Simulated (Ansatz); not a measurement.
Ansatz (a first-principles code) input for Si(Me)(OH)(SeH)2 (CH6OSe2Si), SMILES [Si]([SeH])([SeH])(C)O, PBE0-D3(BJ)/def2-SVP. 

Ansatz 0.2 input:
```yaml
crystal:
  periodic: [false, false, false]
  atoms:
    - {symbol: C, position_ang: [2.37705724, 0.45571967, 0.14226652]}
    - {symbol: Si, position_ang: [0.64038346, -0.16777761, -0.28852554]}
    - {symbol: O, position_ang: [0.82260875, -1.22394433, -1.49585047]}
    - {symbol: Se, position_ang: [-0.73044570, 1.53424214, -1.06772274]}
    - {symbol: Se, position_ang: [-0.33940119, -1.31259600, 1.47487939]}
    - {symbol: H, position_ang: [2.34548675, 1.20363971, 0.92853899]}
    - {symbol: H, position_ang: [2.83924222, 0.90077779, -0.73216143]}
    - {symbol: H, position_ang: [3.00010350, -0.36661256, 0.47718589]}
    - {symbol: H, position_ang: [0.08489277, -1.68508719, -1.89039748]}
    - {symbol: H, position_ang: [-1.17240993, 1.97251164, 0.22511621]}
    - {symbol: H, position_ang: [-0.53110264, -0.15507464, 2.30095424]}
basis:
  gaussian:
    orbitals: def2-SVP
hamiltonian:
  xc: pbe0
  dispersion: d3bj
relax: {f_tol: 0.002, max_steps: 200}
```

Output:

```
WARN ansatz: RAYON_NUM_THREADS=2 ignored (pool sized by the plan → 2); use --threads N
Functional definition: PBE0
integrals: 0.12 GiB planned
1462 factors; integrals over basis functions are off by at most 3.4e-4 eV
mean field: 1.20 GiB planned
mean field evaluation 1: about -141711.6113 eV, gradient 5.9e1 eV
mean field evaluation 2: about -141704.5323 eV, gradient 8.3e1 eV
mean field evaluation 4: about -141718.7278 eV, gradient 3.4e0 eV
mean field evaluation 8: about -141718.7604 eV, gradient 2.7e-1 eV
mean field evaluation 16: about -141718.7605 eV, gradient 2.4e-5 eV
mean field -141718.76045342 eV, -5208.0683862373 hartree, gradient 2.4e-5 eV, S^2 0.000000; 0 other end points of the search recorded, 0 dependent functions left out
the calculation of the forces begins
reference -141718.76047992 eV, -5208.0683872111 hartree; 51, 51 occupied and 89, 89 virtual orbitals, 1462 factors
relax step   1: F+E_penalty+E_count = -141719.06575836 eV  Δ(F+E_penalty+E_count) = +0.000e0 eV  max|allowed force component| = 1.303e0 eV/Å  Δτ_max = 0.0000 Å  (26 SCF iters, accepted)
these checks for a lower state are left out or cut short: starts, cluster_reference, orbital_swaps, neighbouring_geometries, increment
integrals: 0.12 GiB planned
1462 factors; integrals over basis functions are off by at most 3.4e-4 eV
mean field: 1.20 GiB planned
mean field -141718.84045868 eV, -5208.0713263763 hartree, gradient 4.5e-5 eV, S^2 0.000000; 0 other end points of the search recorded, 0 dependent functions left out
the calculation of the forces begins
reference -141718.84048486 eV, -5208.0713273384 hartree; 51, 51 occupied and 89, 89 virtual orbitals, 1462 factors
relax step   2: F+E_penalty+E_count = -141719.14966188 eV  Δ(F+E_penalty+E_count) = -8.390e-2 eV  max|allowed force component| = 6.646e-1 eV/Å  Δτ_max = 0.0951 Å  (26 SCF iters, accepted)
these checks for a lower state are left out or cut short: starts, cluster_reference, orbital_swaps, neighbouring_geometries, increment
integrals: 0.12 GiB planned
1462 factors; integrals over basis functions are off by at most 3.5e-4 eV
mean field: 1.20 GiB planned
mean field -141718.85229660 eV, -5208.0717614118 hartree, gradient 4.3e-5 eV, S^2 0.000000; 0 other end points of the search recorded, 0 dependent functions left out
the calculation of the forces begins
reference -141718.85232273 eV, -5208.0717623719 hartree; 51, 51 occupied and 89, 89 virtual orbitals, 1462 factors
relax step   3: F+E_penalty+E_count = -141719.16217330 eV  Δ(F+E_penalty+E_count) = -1.251e-2 eV  max|allowed force component| = 2.479e-1 eV/Å  Δτ_max = 0.0530 Å  (26 SCF iters, accepted)
these checks for a lower state are left out or cut short: starts, cluster_reference, orbital_swaps, neighbouring_geometries, increment
integrals: 0.12 GiB planned
1462 factors; integrals over basis functions are off by at most 3.5e-4 eV
mean field: 1.20 GiB planned
mean field -141718.86035430 eV, -5208.0720575268 hartree, gradient 4.8e-5 eV, S^2 0.000000; 0 other end points of the search recorded, 0 dependent functions left out
the calculation of the forces begins
reference -141718.86038040 eV, -5208.0720584860 hartree; 51, 51 occupied and 89, 89 virtual orbitals, 1462 factors
relax step   4: F+E_penalty+E_count = -141719.17018130 eV  Δ(F+E_penalty+E_count) = -8.008e-3 eV  max|allowed force component| = 1.411e-1 eV/Å  Δτ_max = 0.0320 Å  (25 SCF iters, accepted)
these checks for a lower state are left out or cut short: starts, cluster_reference, orbital_swaps, neighbouring_geometries, increment
integrals: 0.12 GiB planned
1462 factors; integrals over basis functions are off by at most 3.6e-4 eV
mean field: 1.20 GiB planned
mean field evaluation 32: about -141718.7997 eV, gradient 4.4e0 eV
mean field -141718.86209750 eV, -5208.0721215882 hartree, gradient 6.9e-5 eV, S^2 0.000000; 0 other end points of the search recorded, 0 dependent functions left out
the calculation of the forces begins
reference -141718.86212351 eV, -5208.0721225441 hartree; 51, 51 occupied and 89, 89 virtual orbitals, 1462 factors
relax step   5: F+E_penalty+E_count = -141719.17212050 eV  Δ(F+E_penalty+E_count) = -1.939e-3 eV  max|allowed force component| = 1.196e-1 eV/Å  Δτ_max = 0.0902 Å  (25 SCF iters, accepted)
these checks for a lower state are left out or cut short: starts, cluster_reference, orbital_swaps, neighbouring_geometries, increment
integrals: 0.12 GiB planned
1462 factors; integrals over basis functions are off by at most 3.6e-4 eV
mean field: 1.20 GiB planned
[...]
integrals: 0.12 GiB planned
1462 factors; integrals over basis functions are off by at most 3.3e-4 eV
mean field: 1.20 GiB planned
mean field -141718.91094516 eV, -5208.0739167066 hartree, gradient 7.7e-6 eV, S^2 0.000000; 0 other end points of the search recorded, 0 dependent functions left out
the calculation of the forces begins
reference -141718.91097100 eV, -5208.0739176561 hartree; 51, 51 occupied and 89, 89 virtual orbitals, 1462 factors
relax step  14: F+E_penalty+E_count = -141719.22234824 eV  Δ(F+E_penalty+E_count) = +1.944e-2 eV  max|allowed force component| = 2.823e-1 eV/Å  Δτ_max = 0.1271 Å  (29 SCF iters, rejected (line search))
these checks for a lower state are left out or cut short: starts, cluster_reference, orbital_swaps, neighbouring_geometries, increment
integrals: 0.12 GiB planned
1462 factors; integrals over basis functions are off by at most 3.5e-4 eV
mean field: 1.20 GiB planned
mean field evaluation 96: about -141718.8943 eV, gradient 3.4e0 eV
mean field -141718.93809189 eV, -5208.0749143307 hartree, gradient 7.3e-5 eV, S^2 0.000000; 0 other end points of the search recorded, 0 dependent functions left out
the calculation of the forces begins
reference -141718.93811783 eV, -5208.0749152840 hartree; 51, 51 occupied and 89, 89 virtual orbitals, 1462 factors
relax step  15: F+E_penalty+E_count = -141719.24956390 eV  Δ(F+E_penalty+E_count) = -7.777e-3 eV  max|allowed force component| = 7.111e-2 eV/Å  Δτ_max = 0.0636 Å  (25 SCF iters, accepted)
these checks for a lower state are left out or cut short: starts, cluster_reference, orbital_swaps, neighbouring_geometries, increment
integrals: 0.12 GiB planned
1462 factors; integrals over basis functions are off by at most 3.5e-4 eV
mean field: 1.20 GiB planned
mean field -141718.94325299 eV, -5208.0751039977 hartree, gradient 1.5e-5 eV, S^2 0.000000; 0 other end points of the search recorded, 0 dependent functions left out
the calculation of the forces begins
reference -141718.94327899 eV, -5208.0751049528 hartree; 51, 51 occupied and 89, 89 virtual orbitals, 1462 factors
relax step  16: F+E_penalty+E_count = -141719.25464162 eV  Δ(F+E_penalty+E_count) = -5.078e-3 eV  max|allowed force component| = 7.789e-2 eV/Å  Δτ_max = 0.1000 Å  (27 SCF iters, accepted)
these checks for a lower state are left out or cut short: starts, cluster_reference, orbital_swaps, neighbouring_geometries, increment
integrals: 0.12 GiB planned
1462 factors; integrals over basis functions are off by at most 3.6e-4 eV
mean field: 1.20 GiB planned
mean field -141718.94717129 eV, -5208.0752479924 hartree, gradient 1.1e-5 eV, S^2 0.000000; 0 other end points of the search recorded, 0 dependent functions left out
the calculation of the forces begins
reference -141718.94719737 eV, -5208.0752489509 hartree; 51, 51 occupied and 89, 89 virtual orbitals, 1462 factors
relax step  17: F+E_penalty+E_count = -141719.25855382 eV  Δ(F+E_penalty+E_count) = -3.912e-3 eV  max|allowed force component| = 7.856e-2 eV/Å  Δτ_max = 0.1500 Å  (28 SCF iters, accepted)
these checks for a lower state are left out or cut short: starts, cluster_reference, orbital_swaps, neighbouring_geometries, increment
integrals: 0.12 GiB planned
1462 factors; integrals over basis functions are off by at most 3.6e-4 eV
mean field: 1.20 GiB planned
mean field -141718.94867869 eV, -5208.0753033885 hartree, gradient 4.1e-5 eV, S^2 0.000000; 0 other end points of the search recorded, 0 dependent functions left out
the calculation of the forces begins
reference -141718.94870478 eV, -5208.0753043471 hartree; 51, 51 occupied and 89, 89 virtual orbitals, 1462 factors
relax step  18: F+E_penalty+E_count = -141719.25981365 eV  Δ(F+E_penalty+E_count) = -1.260e-3 eV  max|allowed force component| = 2.908e-2 eV/Å  Δτ_max = 0.0282 Å  (26 SCF iters, accepted)
these checks for a lower state are left out or cut short: starts, cluster_reference, orbital_swaps, neighbouring_geometries, increment
integrals: 0.12 GiB planned
1462 factors; integrals over basis functions are off by at most 3.8e-4 eV
mean field: 1.20 GiB planned
mean field -141718.94884223 eV, -5208.0753093985 hartree, gradient 4.9e-5 eV, S^2 0.000000; 0 other end points of the search recorded, 0 dependent functions left out
the calculation of the forces begins
reference -141718.94886833 eV, -5208.0753103573 hartree; 51, 51 occupied and 89, 89 virtual orbitals, 1462 factors
relax step  19: F+E_penalty+E_count = -141719.25992469 eV  Δ(F+E_penalty+E_count) = -1.110e-4 eV  max|allowed force component| = 1.185e-2 eV/Å  Δτ_max = 0.0150 Å  (26 SCF iters, accepted)
these checks for a lower state are left out or cut short: starts, cluster_reference, orbital_swaps, neighbouring_geometries, increment
integrals: 0.12 GiB planned
1462 factors; integrals over basis functions are off by at most 3.9e-4 eV
mean field: 1.20 GiB planned
mean field evaluation 128: about -141718.9489 eV, gradient 2.8e-4 eV
mean field -141718.94886101 eV, -5208.0753100884 hartree, gradient 2.5e-5 eV, S^2 0.000000; 0 other end points of the search recorded, 0 dependent functions left out
the calculation of the forces begins
reference -141718.94888711 eV, -5208.0753110476 hartree; 51, 51 occupied and 89, 89 virtual orbitals, 1462 factors
relax step  20: F+E_penalty+E_count = -141719.25994223 eV  Δ(F+E_penalty+E_count) = -1.755e-5 eV  max|allowed force component| = 1.335e-2 eV/Å  Δτ_max = 0.0061 Å  (22 SCF iters, accepted)
these checks for a lower state are left out or cut short: starts, cluster_reference, orbital_swaps, neighbouring_geometries, increment
integrals: 0.12 GiB planned
1462 factors; integrals over basis functions are off by at most 3.9e-4 eV
mean field: 1.20 GiB planned
mean field -141718.94888558 eV, -5208.0753109914 hartree, gradient 6.2e-5 eV, S^2 0.000000; 0 other end points of the search recorded, 0 dependent functions left out
the calculation of the forces begins
reference -141718.94891168 eV, -5208.0753119506 hartree; 51, 51 occupied and 89, 89 virtual orbitals, 1462 factors
relax step  21: F+E_penalty+E_count = -141719.25995206 eV  Δ(F+E_penalty+E_count) = -9.824e-6 eV  max|allowed force component| = 1.458e-3 eV/Å  Δτ_max = 0.0021 Å  (20 SCF iters, accepted)
integrals: 0.12 GiB planned
1462 factors; integrals over basis functions are off by at most 3.9e-4 eV
mean field: 1.20 GiB planned
mean field -141718.94888558 eV, -5208.0753109914 hartree, gradient 6.2e-5 eV, S^2 0.000000; 1 other end points of the search recorded, 0 dependent functions left out
the calculation of the forces begins
reference -141718.94891168 eV, -5208.0753119506 hartree; 51, 51 occupied and 89, 89 virtual orbitals, 1462 factors
Total energy: -141719.25997816 eV, -5208.0867434328 hartree
Atom 0 at     2.481254     0.404494     0.120169 Å, force     0.001257     0.000000    -0.001338 eV/Å
Atom 1 at     0.715614    -0.080175    -0.183498 Å, force    -0.001320    -0.000800     0.000472 eV/Å
Atom 2 at     0.741266    -1.177152    -1.431466 Å, force     0.001458     0.000501     0.000049 eV/Å
Atom 3 at    -0.439849     1.845052    -0.641629 Å, force     0.000127     0.000950     0.000352 eV/Å
Atom 4 at    -0.282469    -1.162615     1.574364 Å, force     0.000386     0.000604    -0.000210 eV/Å
Atom 5 at     2.564791     1.046112     1.009006 Å, force    -0.000423     0.000023    -0.000120 eV/Å
Atom 6 at     2.886429     0.944609    -0.749737 Å, force     0.000033    -0.000112     0.000661 eV/Å
Atom 7 at     3.085393    -0.501112     0.280961 Å, force     0.000109    -0.000091     0.000357 eV/Å
Atom 8 at    -0.111914    -1.462204    -1.773393 Å, force    -0.001132    -0.000591    -0.000562 eV/Å
Atom 9 at    -1.746879     1.207859    -0.422305 Å, force    -0.000141    -0.000560    -0.000111 eV/Å
Atom 10 at    -0.557220     0.090929     2.291810 Å, force    -0.000353     0.000074     0.000448 eV/Å
Dipole moment:    -0.088530     0.019251    -0.007330 e Å
```

The run converged.
